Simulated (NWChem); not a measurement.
# C3H9Ge, doublet; SMILES [CH3][Ge]([CH3])[CH3]

All runs: NWChem. Spin-unrestricted. In the optimisation the excess spin sits in a (C3, its own frame). The geometry was optimised at B3LYP/6-31G* (spherical d), spin-unrestricted. No stability test was run on the SCF state. Total energies compare along this basis series because the functional is fixed.

```
level           basis functions  energy (Ha)  highest occupied level (eV)  lowest empty minus highest occupied level, either spin (eV)  dipole (D)
--------------  ---------------  -----------  ---------------------------  -----------------------------------------------------------  ----------
PBE/def2-SVP                119   -2195.8661                        -4.14                                                         1.37        0.66
PBE/def2-SVPD               170   -2195.8760                        -4.26                                                         1.35        0.63
PBE/def2-TZVP               195   -2196.2649                        -4.22                                                         1.36           ?
PBE/def2-TZVPD              246   -2196.2659                        -4.26                                                         1.34        0.61
```

Task: Complete the blanks.

Result: 
- PBE/def2-TZVP, dipole (D): 0.53
